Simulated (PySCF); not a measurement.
Löwdin shares of the frontier orbitals

Compound: CH6O3Si2.
Atom-mapped SMILES: `[O:1]=[C:2]([OH:3])[SiH2:4][O:5][SiH3:6]` (hydrogens: H7 on O3; H8, H9 on Si4; H10, H11, H12 on Si6)

Geometry (GFN2-xTB, Å), atoms numbered from 1 in this order:
```
atom  x, y, z in Å
O1     1.3605    1.2817    0.8303
C2     1.6480    0.2286    0.3170
O3     2.9188   -0.1970    0.2608
Si4    0.4305   -1.0137   -0.4909
O5    -1.0583   -0.4305   -0.3405
Si6   -2.2764    0.5926    0.0326
H7     3.5167    0.4478    0.6801
H8     0.7507   -1.1154   -1.9111
H9     0.4964   -2.2748    0.2409
H10   -2.4471    1.4594   -1.1310
H11   -3.4127   -0.3063    0.2304
H12   -1.9259    1.3270    1.2409
```

Computed with TDDFT CAM-B3LYP/def2-SVPD, vertical, gas phase, core orbitals frozen in the response (PySCF).

Frontier orbitals with the atoms that hold most of them (Löwdin shares over 4%, at most four atoms; ? is withheld):

| orbital | ε (eV) | atoms |
| --- | --- | --- |
| LUMO+2 | 0.91 | O3 32%, H7 15%, Si4 14%, O1 10% |
| LUMO+1 | 0.73 | Si4 28%, Si6 22%, O5 10%, H10 7% |
| LUMO | 0.37 | ? |
| HOMO | ? | ? |
| HOMO-1 | -10.17 | O5 35%, Si6 16%, H10 14%, Si4 11% |
| HOMO-2 | -10.63 | O5 28%, Si6 24%, H12 16%, H11 14% |
| HOMO-3 | -11.11 | O1 43%, O3 42%, C2 12% |

**Question.** Which atoms hold the HOMO, and with what shares?

**Answer.** O1 (bonded to C) 49%; C2 (bonded to 2 O and Si) 15%; Si4 (bonded to C, O and 2 H) 11%; O3 (bonded to C and H) 9%. By element: oxygen 58% or more, carbon 15%, silicon 11% or more.

**Question.** Which atoms hold the LUMO, and with what shares?

**Answer.** C2 (bonded to 2 O and Si) 37%; O1 (bonded to C) 27%; Si4 (bonded to C, O and 2 H) 15%; O3 (bonded to C and H) 12%. By element: oxygen 39% or more, carbon 37%, silicon 15% or more.

**Question.** What is the HOMO energy, and the HOMO–LUMO gap?

**Answer.** ε(HOMO) = -9.38 eV; the gap is 9.75 eV (0.3583 hartree).

**Question.** The HOMO–LUMO gap is 9.75 eV. Where does the response calculation put the lowest singlet, and from which orbitals?

**Answer.** S1 is at 5.09 eV (f = 0.0026), 4.66 eV below the gap, made of HOMO→LUMO (91%). Without the coupling terms of the response equations the lowest excitation would equal the gap.

**Question.** Give energy, strength and leading configuration of S1, S4 and S5, and follow the Löwdin shares of the leading atoms from the occupied to the empty orbital.

**Answer.** 
- S1 (5.09 eV, f 0.0026), HOMO→LUMO (91%): O1 49% → 27%, C2 15% → 37%
- S4 (7.44 eV, f 0.0085), HOMO-1→LUMO+1 (85%): O5 35% → 10%, Si6 16% → 22%, Si4 11% → 28%
- S5 (7.65 eV, f 0.031), HOMO-1→LUMO (91%): O5 35% → at most 10%, Si6 16% → at most 10%, C2 at most 11% → 37%, O1 at most 11% → 27%

Löwdin shares depend on the basis, the more so with diffuse functions.

One conformer stands for the species.
